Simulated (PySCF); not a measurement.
C5H7FO2.
Structure used (GFN2-xTB), in Å, numbered top down from 1:
```
atom  x, y, z in Å
O1    -1.1047    1.8967    1.7822
C2    -0.6117    1.2232    0.9295
C3    -1.3215    0.1712    0.1156
C4    -0.4813   -1.1075    0.1708
C5     0.9061   -0.8502   -0.4309
C6     1.2505    0.6417   -0.4028
F7     0.7989    1.2213   -1.5742
O8     0.7223    1.3425    0.6674
H9    -2.3147    0.0176    0.5353
H10   -1.4250    0.5155   -0.9157
H11   -0.9851   -1.9095   -0.3679
H12   -0.3843   -1.4153    1.2140
H13    1.6712   -1.3998    0.1156
H14    0.9415   -1.1610   -1.4759
H15    2.3334    0.8214   -0.3848
```

The closed-shell SCF was solved with PySCF and density fitting under several settings on one GFN2-xTB geometry (grid level 2 and gas phase unless stated).

```
      settings  basis functions  SCF cycles     E (Eh)  HOMO (eV)  LUMO (eV)  dipole (D)
 PBE0/pcSseg-1              171          14  -444.5253      -8.01       0.00        4.45
PBE0/def2-SVPD              225          14  -444.2715      -8.10      -0.19        4.55
```

Estimate the rows for these settings: (1) OPBE/3-21G, IEF-PCM water; (2) BLYP/6-311G**, damping 0.3 at the start, DIIS from the seventh cycle; (3) WP04/Sadlej pVTZ, IEF-PCM dichloromethane.

```csv
settings,basis functions,SCF cycles,E (Eh),HOMO (eV),LUMO (eV),dipole (D)
"OPBE/3-21G, IEF-PCM water",86,16,-442.4032,-6.13,-0.72,5.10
"BLYP/6-311G**, damping 0.3 at the start, DIIS from the seventh cycle",186,23,-445.0407,-6.09,-0.87,4.05
"WP04/Sadlej pVTZ, IEF-PCM dichloromethane",255,15,-454.5879,-9.34,-2.53,5.67
```

Over all rows, what range does the HOMO–LUMO gap span?

From 5.22 eV (BLYP/6-311G**, damping 0.3 at the start, DIIS from the seventh cycle) to 8.01 eV (PBE0/pcSseg-1). The functional of the narrowest has no exact exchange, that of the widest 25 % exact exchange.

And the dipole moment?

From 4.05 D (BLYP/6-311G**, damping 0.3 at the start, DIIS from the seventh cycle) to 5.67 D (WP04/Sadlej pVTZ, IEF-PCM dichloromethane); the largest is 1.40 times the smallest, and the median is 4.55 D.

Compare two rows with the functional PBE0: PBE0/pcSseg-1 and PBE0/def2-SVPD. Which energy is lower, and by how much?

PBE0/pcSseg-1 (171 functions) lies 0.2538 Eh or 159 kcal/mol below PBE0/def2-SVPD (225 functions). The smaller set gives the lower energy; the two sets aren't nested, so the variational bound doesn't order them by size.

Whole jobs, the steps after the SCF included, on one thread of an Arm Neoverse N1, shared host:

```tsv
settings	work after the SCF	wall time	peak memory
PBE0/pcSseg-1	shieldings, ring-centre shieldings, charges and field gradients	39 s	0.77 GiB
PBE0/def2-SVPD	6 singlets by full TDDFT, 2 Tamm–Dancoff triplets, polarisability	70 s	0.85 GiB
OPBE/3-21G, IEF-PCM water	25 singlets by full TDDFT, 5 Tamm–Dancoff triplets, polarisability	27 s	0.53 GiB
BLYP/6-311G**, damping 0.3 at the start, DIIS from the seventh cycle	spin–spin couplings from 13 perturbed nuclei, spin–dipole term for 1 of them	89 s	0.62 GiB
WP04/Sadlej pVTZ, IEF-PCM dichloromethane	shieldings, ring-centre shieldings	79 s	1.1 GiB
```

Cycle counts include a coarse-grid stage where the run had one. All basis functions are spherical, in the Pople sets too. WP04 was designed for NMR shieldings or shifts; total energies of different functionals aren't comparable. Geometry: GFN2-xTB, one conformer.
